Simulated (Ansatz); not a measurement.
Question: Name a neutral molecule of C, F, N, Ta and H with size of the dipole moment (B3LYP/def2-TZVPP) between 2.05 and 2.35 D and HOMO energy (B3LYP/def2-TZVPP) between -6.70 and -6.40 eV (Ansatz, PBE0-D4/def2-TZVP geometry).

Answer: `C[N](C)[Ta]([CH3])([F])=[N]C(C)(C)C` (2.24 D, -6.56 eV). Other molecules can fit too; these were computed, each in one conformer that needn't be the lowest.

B3LYP here is the variant with VWN-RPA as its local correlation; programs differ in this.
